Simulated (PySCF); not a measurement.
**How the method changes the constants of LiZn⁺**

State: ¹Σ⁺ (singlet), closed shell. Set-up: PySCF, spin-free X2C with a Gaussian nucleus, basis sets Li x2c-SVPall, Zn x2c-SVPall. De refers to Li⁺ + Zn in their ground configurations, without counterpoise correction. A positive dipole points towards Zn; it is taken about the centre of mass and depends on that origin.

```tsv
Level	Re (Å)	ωe (cm⁻¹)	De (eV)	μ (D)
RHF-MP2	2.678	262	0.63	n/a
RHF-SCS-MP2	2.689	259	0.62	n/a
RHF-CCSD	2.694	260	0.62	n/a
RHF-CCSD(T)	2.690	260	0.62	n/a
PBE	2.661	255	0.62	-8.16
PBEsol	2.653	255	0.61	-8.17
BP86	2.690	242	0.54	-8.43
r²SCAN	2.688	249	0.54	-8.34
PBE0	2.670	258	0.63	-8.03
r²SCAN0	2.688	253	0.57	-8.19
HSE06	2.670	257	0.62	-8.10
```

(1) Which functional lies closest to RHF-CCSD(T) in De, which farthest, and by how much do they differ from it?

(2) What does a quarter of exact exchange do here, going from PBE to PBE0?

(3) What does the step from GGA to meta-GGA do here, going from PBE to r²SCAN?

Correlated steps freeze 5 core orbitals. Closed-shell solutions of metal pairs were not tested for spin polarisation, which can lower them a little. Correlated levels converge slowly with the basis: in double zeta they bind strong bonds too weakly, by up to about 1 eV, and carry superposition errors of some tenths. For an ion De counts to the pair picked by the measured ionisation energies or electron affinities, which need not be the lowest pair at this level.

Answers

(1) Closest is PBE (-2.9 pm in Re, -1.9 % in ωe, +0.00 eV in De against RHF-CCSD(T) in the same basis), farthest BP86 (+0.0 pm in Re, -6.9 % in ωe, -0.08 eV in De). CCSD(T) converges more slowly with the basis than the functionals do and binds too weakly in this one, so the order can change at the basis-set limit.

(2) PBE0 less PBE: +0.9 pm in Re, +1.2 % in ωe, +0.01 eV in De. Exact exchange removes part of the self-interaction that spreads semilocal densities, and in most molecules shortens and stiffens the bond and lowers De; here Re goes the other way.

(3) r²SCAN less PBE: +2.7 pm in Re, -2.4 % in ωe, -0.08 eV in De.
